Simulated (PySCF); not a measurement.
# Dipole response of Cs (caesium, neutral)

[Xe] 6s1, 2S determinant. Calculation: PySCF 2.14, in aug-cc-pwCVTZ-X2C with one added diffuse shell each of s, p, d, f type (12s11p9d5f, 125 functions); scalar relativity by spin-free X2C-1e. Coupled (time-dependent) response in atomic units; α is the mean over directions.

```tsv
method	mean α (bohr³)	C₆ (like pair)	S(−4)
PBE0	523.7	10020	243600
```

S(−4) is the Cauchy moment in α(ω) = α(0) + S(−4) ω² + …

Reference α: 400.9 ± 0.7 bohr³ (recommended; Schwerdtfeger and Nagle, table of static dipole polarizabilities (2023 update)). Published C₆: 6660 (Gould and Bucko (2016)).

α(iu) at PBE0:

```
u (hartree)  α(iu) (bohr³)
          0          523.7
     0.0500          246.9
      0.100          103.6
      0.200          40.08
      0.300          24.97
      0.500          14.65
      0.750          9.326
       1.00          6.489
       1.50          3.672
       2.00          2.386
       3.00          1.276
       5.00         0.5624
```

Spin-orbit coupling, which splits the p, d and f shells strongly at this Z, is absent.
